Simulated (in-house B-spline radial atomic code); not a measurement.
Computed with a B-spline radial atomic code. Model: two electrons, singlet ground state, non-relativistic, full CI in B-splines with partial waves to l = 8 (at full coupling up to 3e-4 hartree above the limit, correlation up to 0.6 % small), density held at that of full coupling by Lieb maximisation.

Along the adiabatic connection the electron repulsion is scaled by a coupling λ while a local potential keeps the density fixed. At λ = 0 the system is the Kohn-Sham one and W equals the exchange energy; the exchange-correlation energy is the area under W between 0 and 1. The kinetic energy rises with λ as the electrons avoid each other, with dT/dλ = −λ dW/dλ.

Command:
```bash
python run_ac.py task.json out
```
Settings (lengths in bohr, energies in hartree):
```
potential              dot
strength               0.0575
lmax                   8
second                 -0.5
```

Time taken, with all properties: 18 s on 1 thread of Intel(R) Xeon(R) Processor @ 2.30GHz (shared host).

**W = mean repulsion less Hartree energy, and W of three functionals.**

Given: confinement charge in harmonic well; well frequency 0.0575 hartree; nuclear charge -0.5; external potential omega^2 r^2/2 - Z/r.

Computed: LDA exchange minus exact 14.616 millihartree; SCAN exchange minus exact -3.5724 millihartree.

```json
{"coupling": "0", "W xc (hartree)": "-0.12558", "W xc minus exchange (millihartree)": "0", "kinetic minus Kohn-Sham (millihartree)": "0", "LDA (PW92) W minus its exchange (millihartree)": "0", "PBE W minus its exchange (millihartree)": "0", "SCAN W minus its exchange (millihartree)": "0"}
{"coupling": "0.02", "W xc (hartree)": "-0.12811", "W xc minus exchange (millihartree)": "-2.532", "kinetic minus Kohn-Sham (millihartree)": "0.02", "LDA (PW92) W minus its exchange (millihartree)": "-7.31", "PBE W minus its exchange (millihartree)": "-3.4", "SCAN W minus its exchange (millihartree)": "-1.81"}
{"coupling": "0.05", "W xc (hartree)": "-0.13153", "W xc minus exchange (millihartree)": "-5.953", "kinetic minus Kohn-Sham (millihartree)": "0.14", "LDA (PW92) W minus its exchange (millihartree)": "-13.55", "PBE W minus its exchange (millihartree)": "-7.21", "SCAN W minus its exchange (millihartree)": "-4.26"}
{"coupling": "0.12", "W xc (hartree)": "-0.13804", "W xc minus exchange (millihartree)": "-12.459", "kinetic minus Kohn-Sham (millihartree)": "0.69", "LDA (PW92) W minus its exchange (millihartree)": "-22.96", "PBE W minus its exchange (millihartree)": "-13.79", "SCAN W minus its exchange (millihartree)": "-9.09"}
{"coupling": "0.25", "W xc (hartree)": "-0.14625", "W xc minus exchange (millihartree)": "-20.67", "kinetic minus Kohn-Sham (millihartree)": "2.16", "LDA (PW92) W minus its exchange (millihartree)": "-33.64", "PBE W minus its exchange (millihartree)": "-22.09", "SCAN W minus its exchange (millihartree)": "-15.88"}
{"coupling": "0.4", "W xc (hartree)": "-0.15207", "W xc minus exchange (millihartree)": "-26.492", "kinetic minus Kohn-Sham (millihartree)": "4.02", "LDA (PW92) W minus its exchange (millihartree)": "-41.48", "PBE W minus its exchange (millihartree)": "-28.57", "SCAN W minus its exchange (millihartree)": "-21.51"}
{"coupling": "0.6", "W xc (hartree)": "-0.15678", "W xc minus exchange (millihartree)": "-31.207", "kinetic minus Kohn-Sham (millihartree)": "6.34", "LDA (PW92) W minus its exchange (millihartree)": "-48.49", "PBE W minus its exchange (millihartree)": "-34.58", "SCAN W minus its exchange (millihartree)": "-26.82"}
{"coupling": "0.8", "W xc (hartree)": "-0.15976", "W xc minus exchange (millihartree)": "-34.179", "kinetic minus Kohn-Sham (millihartree)": "8.4", "LDA (PW92) W minus its exchange (millihartree)": "-53.42", "PBE W minus its exchange (millihartree)": "-38.91", "SCAN W minus its exchange (millihartree)": "-30.58"}
{"coupling": "1", "W xc (hartree)": "?", "W xc minus exchange (millihartree)": "?", "kinetic minus Kohn-Sham (millihartree)": "?", "LDA (PW92) W minus its exchange (millihartree)": "?", "PBE W minus its exchange (millihartree)": "?", "SCAN W minus its exchange (millihartree)": "?"}
{"coupling": "1.4", "W xc (hartree)": "-0.16452", "W xc minus exchange (millihartree)": "-38.944", "kinetic minus Kohn-Sham (millihartree)": "13.44", "LDA (PW92) W minus its exchange (millihartree)": "-62.56", "PBE W minus its exchange (millihartree)": "-47.1", "SCAN W minus its exchange (millihartree)": "-37.21"}
{"coupling": "2", "W xc (hartree)": "?", "W xc minus exchange (millihartree)": "?", "kinetic minus Kohn-Sham (millihartree)": "?", "LDA (PW92) W minus its exchange (millihartree)": "?", "PBE W minus its exchange (millihartree)": "?", "SCAN W minus its exchange (millihartree)": "?"}
{"coupling": "3", "W xc (hartree)": "-0.16923", "W xc minus exchange (millihartree)": "-43.654", "kinetic minus Kohn-Sham (millihartree)": "23.11", "LDA (PW92) W minus its exchange (millihartree)": "-73.45", "PBE W minus its exchange (millihartree)": "-57.08", "SCAN W minus its exchange (millihartree)": "-43.66"}
{"coupling": "4.5", "W xc (hartree)": "-0.17116", "W xc minus exchange (millihartree)": "-45.583", "kinetic minus Kohn-Sham (millihartree)": "30.2", "LDA (PW92) W minus its exchange (millihartree)": "-78.39", "PBE W minus its exchange (millihartree)": "-61.66", "SCAN W minus its exchange (millihartree)": "-45.82"}
{"coupling": "7", "W xc (hartree)": "-0.17294", "W xc minus exchange (millihartree)": "-47.367", "kinetic minus Kohn-Sham (millihartree)": "40.24", "LDA (PW92) W minus its exchange (millihartree)": "-83.07", "PBE W minus its exchange (millihartree)": "-66.04", "SCAN W minus its exchange (millihartree)": "-47.42"}
{"coupling": "10", "W xc (hartree)": "-0.17419", "W xc minus exchange (millihartree)": "-48.61", "kinetic minus Kohn-Sham (millihartree)": "50.65", "LDA (PW92) W minus its exchange (millihartree)": "-86.34", "PBE W minus its exchange (millihartree)": "-69.11", "SCAN W minus its exchange (millihartree)": "-48.28"}
```

Q: What belongs in the row 1?

A: W xc (hartree): -0.16181; W xc minus exchange (millihartree): -36.237; kinetic minus Kohn-Sham (millihartree): 10.24; LDA (PW92) W minus its exchange (millihartree): -57.16; PBE W minus its exchange (millihartree): -42.24; SCAN W minus its exchange (millihartree): -33.37.

Q: What belongs in the row 2?

A: W xc (hartree): -0.16694; W xc minus exchange (millihartree): -41.36; kinetic minus Kohn-Sham (millihartree): 17.48; LDA (PW92) W minus its exchange (millihartree): -67.91; PBE W minus its exchange (millihartree): -51.98; SCAN W minus its exchange (millihartree): -40.64.

Q: What is the PBE exchange minus exact?

A: 0.62484 millihartree.

**Energy parts, natural occupations and partial-wave weights.**

Computed: total energy 0.4959 hartree; exchange energy -0.12558 hartree; kinetic part of the DFT correlation energy 0.010237 hartree; kinetic part over minus potential part 0.2825; Kohn-Sham kinetic 0.052582 hartree; Lieb Oxford ratio E_xc over LDA exchange 1.366.

```csv
natural,occupation of the shell (electrons)
s,1.6235
p,?
s,0.0027756
d,0.0001407
p,2.5422e-05
f,1.3463e-05
```

Q: What belongs in the row p?

A: occupation of the shell (electrons): 0.37347.

```
wave      weight
   s     0.81316
   p     0.18675
   d  7.7571e-05
   f           ?
   g  2.8202e-06
```

Q: What belongs in the row f?

A: weight: 7.5369e-06.

Q: What is the Hartree energy?

A: 0.25115 hartree.

Q: What is the correlation energy?

A: -0.026 hartree.

Half-way to full coupling W has made 80 % of its drop, against 50 % for a straight line, and second-order (GL2) theory, half the initial slope, overshoots the correlation energy by about 153 %: correlation is strong. Over couplings 0 to 1 the errors in E_xc come to about -0.8 millihartree for LDA, -2.4 millihartree for PBE, +0.3 millihartree for SCAN, so SCAN is nearest. In LDA and PBE and SCAN the errors of exchange and correlation have opposite signs, so the sum is smaller than the larger of the two.
